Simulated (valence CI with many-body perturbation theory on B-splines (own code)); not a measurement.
**Level structure of Pd40+**

Calculated by configuration interaction combined with many-body perturbation theory (CI+MBPT): four valence electrons over a frozen Dirac-Fock core [He], radial functions for each j: 11 s, 11 p, 10 d, 8 f, 5 g, 2 h, with the one-electron correlation potential Σ1 (screened to all orders), the two-electron term Σ2, the three-electron term Σ3, Breit, model QED; selected single and double excitations, second order for the rest, scaled by the run's own slope (own B-spline code, finite nucleus).

The last digits are not significant, and no measured levels were compared; by estimate large intervals hold to a few tenths of a per cent, small ones and those within an open d or f shell to about a per cent. Among the levels kept, up to 940 cm⁻¹ of a level comes from second order outside the variational space, and about a tenth of that is noise between levels of different J, which matters for small intervals.

Levels 91 to 135 of 203, with energies above the lowest level, (2s^2 2p1/2^2) J=0. "Leading %" is the weight of the configuration and term that name the level; weights of strongly mixed levels are sums over their largest components and can fall short. In the jj column 3d3/2^4 stands for four electrons in 3d with j = 3/2. Lifetimes count E1, E2, E3, M1 and M2 decay at the calculated energies, and are blank where another channel may lead or the interval is too uncertain; long ones can be off by a factor of two.

```tsv
No.	Configuration	Term	J	E (eV)	Leading %	Lifetime	Second component	g	Leading jj
91	2s 2p2 3p	3P°	1	3957.4	39	31.7 fs	26 % 2s 2p2 3p 3S°	1.352	2s 2p1/2 2p3/2 3p3/2 (92 %)
92	2s 2p2 3p	3P°	0	3957.8	84	648 fs	15 % 2s 2p2 3p 1S°		2s 2p1/2 2p3/2 3p3/2 (98 %)
93	2s 2p2 3p	3D°	2	3958.3	38	32.3 fs	25 % 2s 2p2 3p 1D°	1.126	2s 2p1/2 2p3/2 3p3/2 (94 %)
94	2s 2p2 3d	3D	1	3959.2	36	6.67 fs	28 % 2s 2p2 3d 3P	0.997	2s 2p1/2 2p3/2 3d5/2 (91 %)
95	2s 2p2 3d	5F	5	3959.7	53	135 ps	47 % 2s 2p2 3d 3G	1.296	2s 2p1/2 2p3/2 3d5/2 (96 %)
96	2s 2p2 3d	5P	2	3960.0	32	3.77 fs	23 % 2s 2p2 3d 3D	1.448	2s 2p1/2 2p3/2 3d3/2 (92 %)
97	2s 2p2 3d	3F	3	3960.9	36	3.87 fs	30 % 2s 2p2 3d 5D	1.275	2s 2p1/2 2p3/2 3d3/2 (59 %)
98	2s 2p2 3d	5P	1	3962.9	48	3.30 fs	21 % 2s 2p2 3d 3P	2.013	2s 2p1/2 2p3/2 3d3/2 (90 %)
99	2s 2p2 3p	3P°	1	3963.4	56	263 fs	20 % 2s 2p2 3p 1P°	1.238	2s 2p1/2 2p3/2 3p3/2 (94 %)
100	2s 2p2 3s	3D	3	3970.5	33	8.82 fs	33 % 2s 2p2 3s 5P	1.391	2s 2p3/2^2 3s (64 %)
101	2s 2p2 3d	3P	2	3975.3	34	10.9 fs	21 % 2s 2p2 3d 3F	1.110	2s 2p1/2 2p3/2 3d5/2 (74 %)
102	2s 2p2 3d	3D	3	3980.3	39	12.4 fs	16 % 2s 2p2 3d 1F	1.319	2s 2p1/2 2p3/2 3d5/2 (59 %)
103	2s 2p2 3d	3F	4	3982.1	53	4.06 fs	28 % 2s 2p2 3d 1G	1.189	2s 2p1/2 2p3/2 3d5/2 (78 %)
104	2s 2p2 3d	3D	1	3984.7	57	4.91 fs	17 % 2s 2p2 3d 3P	0.852	2s 2p1/2 2p3/2 3d5/2 (88 %)
105	2s 2p2 3s	3P	2	3987.9	45	28.3 fs	25 % 2s 2p2 3s 1D	1.296	2s 2p3/2^2 3s (94 %)
106	2s 2p2 3d	3P	0	3988.5	74	4.47 fs	22 % 2s 2p2 3d 1S		2s 2p1/2 2p3/2 3d5/2 (92 %)
107	2s 2p2 3d	3G	3	3992.6	56	52.5 fs	19 % 2s 2p2 3d 1F	0.891	2s 2p1/2 2p3/2 3d3/2 (96 %)
108	2s 2p2 3d	3F	2	3998.1	48	7.72 fs	26 % 2s 2p2 3d 1D	0.886	2s 2p1/2 2p3/2 3d3/2 (76 %)
109	2s 2p2 3d	3D	1	4000.4	56	17.9 fs	20 % 2s 2p2 3d 1P	0.696	2s 2p1/2 2p3/2 3d3/2 (90 %)
110	2p3 3s	3P°	2	4000.8	39	68.0 fs	33 % 2p3 3s 5S°	1.555	2p1/2^2 2p3/2 3s (90 %)
111	2p3 3s	3S°	1	4008.5	26	30.6 fs	26 % 2p3 3s 3D°	1.223	2p1/2^2 2p3/2 3s (91 %)
112	2s 2p2 3d	3F	2	4008.7	32	3.39 fs	29 % 2s 2p2 3d 1D	0.986	2s 2p1/2 2p3/2 3d3/2 (89 %)
113	2s 2p2 3d	1P	1	4010.0	40	3.67 fs	31 % 2s 2p2 3d 3D	0.903	2s 2p1/2 2p3/2 3d3/2 (82 %)
114	2s 2p2 3d	3D	3	4010.6	44	13.2 fs	29 % 2s 2p2 3d 3F	1.201	2s 2p1/2 2p3/2 3d5/2 (94 %)
115	2s 2p2 3d	3G	4	4011.2	38	18.6 fs	37 % 2s 2p2 3d 3F	1.107	2s 2p1/2 2p3/2 3d5/2 (98 %)
116	2s 2p2 3d	3P	0	4014.7	67	3.93 fs	31 % 2s 2p2 3d 1S		2s 2p1/2 2p3/2 3d3/2 (97 %)
117	2s 2p2 3d	3P	2	4018.5	39	3.36 fs	24 % 2s 2p2 3d 3D	1.194	2s 2p1/2 2p3/2 3d5/2 (90 %)
118	2s 2p2 3d	3P	1	4019.6	46	4.68 fs	26 % 2s 2p2 3d 3S	1.506	2s 2p1/2 2p3/2 3d5/2 (82 %)
119	2s 2p2 3d	3F	3	4020.3	39	3.91 fs	38 % 2s 2p2 3d 1F	1.080	2s 2p1/2 2p3/2 3d5/2 (93 %)
120	2s 2p2 3d	3D	2	4023.8	48	5.54 fs	15 % 2s 2p2 3d 1D	1.167	2s 2p1/2 2p3/2 3d5/2 (92 %)
121	2s 2p2 3p	3P°	2	4031.6	30	51.3 fs	19 % 2s 2p2 3p 3D°	1.509	2s 2p3/2^2 3p1/2 (96 %)
122	2s 2p2 3p	3D°	3	4035.1	47	20.6 fs	16 % 2s 2p2 3p 3F°	1.279	2s 2p3/2^2 3p1/2 (95 %)
123	2s 2p2 3s	3S	1	4037.0	60	56.7 fs	18 % 2s 2p2 3s 3P	1.849	2s 2p3/2^2 3s (85 %)
124	2s 2p2 3s	1P	1	4040.2	45	26.2 fs	18 % 2s 2p2 3s 3D	1.141	2s 2p3/2^2 3s (79 %)
125	2s 2p2 3s	3P	2	4041.9	57	78.1 fs	13 % 2s 2p2 3s 1D	1.366	2s 2p3/2^2 3s (83 %)
126	2p3 3p	5P	1	4044.9	20	23.9 fs	14 % 2p3 3p 3P	1.452	2p1/2^2 2p3/2 3p1/2 (72 %)
127	2p3 3p	3D	2	4046.1	18	34.3 fs	16 % 2p3 3p 5P	1.248	2p1/2^2 2p3/2 3p1/2 (82 %)
128	2s 2p2 3s	1S	0	4051.4	71	62.6 fs	27 % 2s 2p2 3s 3P		2s 2p3/2^2 3s (97 %)
129	2s 2p2 3p	3D°	3	4070.8	54	29.9 fs	26 % 2s 2p2 3p 5P°	1.361	2s 2p3/2^2 3p3/2 (96 %)
130	2s 2p2 3p	3F°	4	4071.1	52	5.13 ps	48 % 2s 2p2 3p 5D°	1.360	2s 2p3/2^2 3p3/2 (96 %)
131	2s 2p2 3p	3P°	1	4076.2	32	14.2 fs	29 % 2s 2p2 3p 1P°	1.429	2s 2p3/2^2 3p3/2 (87 %)
132	2s 2p2 3p	3P°	0	4092.1	80	2.40 ps	10 % 2s 2p2 3p 1S°		2s 2p3/2^2 3p1/2 (95 %)
133	2p3 3p	3D	3	4092.5	42	20.4 fs	33 % 2p3 3p 5P	1.370	2p1/2^2 2p3/2 3p3/2 (95 %)
134	2s 2p2 3p	3P°	2	4092.8	47	12.2 fs	25 % 2s 2p2 3p 1D°	1.351	2s 2p3/2^2 3p3/2 (92 %)
135	2s 2p2 3p	3P°	1	4093.0	33	24.6 fs	26 % 2s 2p2 3p 3S°	1.358	2s 2p3/2^2 3p1/2 (94 %)
```
